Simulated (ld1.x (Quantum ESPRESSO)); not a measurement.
**An all-electron radial function and its pseudo partner (Nb)**

Columns: radius, all-electron u(r) and pseudo u(r) of the 4p shell (level -64.63 eV) of niobium in the configuration [Ar] 3d10 4s2 4p6 4d2 5s0 5p0; PBE, scalar-relativistic, PAW scheme, ld1.x (Quantum ESPRESSO) 7.5.

| r (bohr) | all-electron | pseudo |
| --- | --- | --- |
| 0.128 | 0.2008 | 0.0165 |
| 0.255 | -0.4227 | 0.0639 |
| 0.382 | -0.4721 | 0.1376 |
| 0.510 | -0.1125 | 0.2313 |
| 0.638 | 0.3195 | 0.3355 |
| 0.765 | 0.6625 | 0.4395 |
| 0.893 | 0.8831 | 0.5355 |
| 1.020 | 0.9884 | 0.6137 |
| 1.148 | 1.0070 | 0.6694 |
| 1.275 | 0.9666 | 0.6979 |
| 1.402 | 0.8913 | 0.6992 |
| 1.530 | 0.7977 | 0.6750 |
| 1.658 | 0.6986 | 0.6294 |
| 1.785 | 0.6024 | 0.5689 |
| 1.912 | 0.5128 | 0.4999 |
| 2.040 | 0.4314 | 0.4281 |
| 2.168 | 0.3598 | 0.3595 |
| 2.295 | 0.2985 | 0.2985 |
| 2.422 | 0.2461 | 0.2461 |
| 2.550 | 0.2016 | 0.2016 |
| 2.678 | 0.1644 | 0.1644 |
| 2.805 | 0.1338 | 0.1338 |
| 2.932 | 0.1084 | 0.1084 |
| 3.060 | 0.0875 | 0.0875 |
| 3.188 | 0.0704 | 0.0704 |
| 3.315 | 0.0566 | 0.0566 |

Question: How many radial nodes do the two functions have?

Answer: The all-electron 4p function has n − l − 1 = 2; the pseudo-wave has 0, since the states of the same l below it are removed with the core.

Question: At about which radius was the pseudo-wave matched?

Answer: 2.40 bohr. The columns agree to 0.0005 from 2.17 bohr on; several derivatives are matched, so the curves merge somewhat inside the radius.

Question: Is the pseudo-wave norm-conserving?

Answer: No, it belongs to a PAW set: the norm inside the radius is not constrained, and the difference is carried by the augmentation charge.
